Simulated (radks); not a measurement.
W III, configuration [Xe] 4f14 5d4.

All-electron calculation, scalar-relativistic Kohn-Sham, revPBE, spin-polarised, spherical densities, point nucleus; open shells are filled with parallel spins first (spin-orbit coupling, left out, can overturn this in heavy ions). Program: a radial shooting solver on a logarithmic mesh with Libxc functionals.

Energy parts (eV):
total: -439248.34
kinetic: 484091.04
electron-nucleus: -1085010.05
Hartree: 170454.23
exchange-correlation: -8783.56

Orbitals (lengths in bohr, moments of r in powers of bohr):
[
 {"orbital": "1s down", "occ.": "1", "eigenvalue (eV)": "-69515.90", "<1/r>": "87.13", "<r^2>": "0.0004628"},
 {"orbital": "1s up", "occ.": "1", "eigenvalue (eV)": "-69515.89", "<1/r>": "87.13", "<r^2>": "0.0004628"},
 {"orbital": "2s up", "occ.": "1", "eigenvalue (eV)": "-12011.30", "<1/r>": "20.37", "<r^2>": "0.007117"},
 {"orbital": "2s down", "occ.": "1", "eigenvalue (eV)": "-12011.12", "<1/r>": "20.37", "<r^2>": "0.007117"},
 {"orbital": "2p up", "occ.": "3", "eigenvalue (eV)": "-10504.67", "<1/r>": "18.45", "<r^2>": "0.005892"},
 {"orbital": "2p down", "occ.": "3", "eigenvalue (eV)": "-10504.53", "<1/r>": "18.45", "<r^2>": "0.005892"},
 {"orbital": "3s up", "occ.": "1", "eigenvalue (eV)": "-2778.424", "<1/r>": "7.541", "<r^2>": "0.04620"},
 {"orbital": "3s down", "occ.": "1", "eigenvalue (eV)": "-2778.384", "<1/r>": "7.541", "<r^2>": "0.04620"},
 {"orbital": "3p up", "occ.": "3", "eigenvalue (eV)": "-2332.359", "<1/r>": "6.961", "<r^2>": "0.04698"},
 {"orbital": "3p down", "occ.": "3", "eigenvalue (eV)": "-2332.310", "<1/r>": "6.961", "<r^2>": "0.04698"},
 {"orbital": "3d up", "occ.": "5", "eigenvalue (eV)": "-1819.911", "<1/r>": "6.577", "<r^2>": "0.03897"},
 {"orbital": "3d down", "occ.": "5", "eigenvalue (eV)": "-1819.798", "<1/r>": "6.577", "<r^2>": "0.03897"},
 {"orbital": "4s up", "occ.": "1", "eigenvalue (eV)": "-585.7915", "<1/r>": "3.204", "<r^2>": "0.2281"},
 {"orbital": "4s down", "occ.": "1", "eigenvalue (eV)": "-585.6469", "<1/r>": "3.204", "<r^2>": "0.2281"},
 {"orbital": "4p up", "occ.": "3", "eigenvalue (eV)": "-439.5058", "<1/r>": "2.911", "<r^2>": "0.2599"},
 {"orbital": "4p down", "occ.": "3", "eigenvalue (eV)": "-439.3766", "<1/r>": "2.910", "<r^2>": "0.2598"},
 {"orbital": "4d up", "occ.": "5", "eigenvalue (eV)": "-254.2340", "<1/r>": "2.589", "<r^2>": "0.3031"},
 {"orbital": "4d down", "occ.": "5", "eigenvalue (eV)": "-254.0809", "<1/r>": "2.590", "<r^2>": "0.3028"},
 {"orbital": "5s up", "occ.": "1", "eigenvalue (eV)": "-95.5864", "<1/r>": "1.246", "<r^2>": "1.290"},
 {"orbital": "5s down", "occ.": "1", "eigenvalue (eV)": "-93.8883", "<1/r>": "1.258", "<r^2>": "1.269"},
 {"orbital": "5p up", "occ.": "3", "eigenvalue (eV)": "-60.0382", "<1/r>": "1.045", "<r^2>": "1.780"},
 {"orbital": "5p down", "occ.": "3", "eigenvalue (eV)": "-57.6949", "<1/r>": "1.059", "<r^2>": "1.743"},
 {"orbital": "4f up", "occ.": "7", "eigenvalue (eV)": "-49.0811", "<1/r>": "2.080", "<r^2>": "0.4693"},
 {"orbital": "4f down", "occ.": "7", "eigenvalue (eV)": "-48.7099", "<1/r>": "2.089", "<r^2>": "0.4588"},
 {"orbital": "5d up", "occ.": "4", "eigenvalue (eV)": "-20.9008", "<1/r>": "0.6923", "<r^2>": "4.050"},
 {"orbital": "6s up", "occ.": "0", "eigenvalue (eV)": "-19.9328", "<1/r>": "0.4616", "<r^2>": "8.528"},
 {"orbital": "5d down", "occ.": "0", "eigenvalue (eV)": "-17.9094", "<1/r>": "0.6891", "<r^2>": "4.205"},
 {"orbital": "6p up", "occ.": "0", "eigenvalue (eV)": "-13.3933", "<1/r>": "0.3623", "<r^2>": "13.63"}
]

The highest occupied level is 5d up at -20.901 eV. The density falls to 0.001 e/bohr^3 at r = 3.71 bohr.
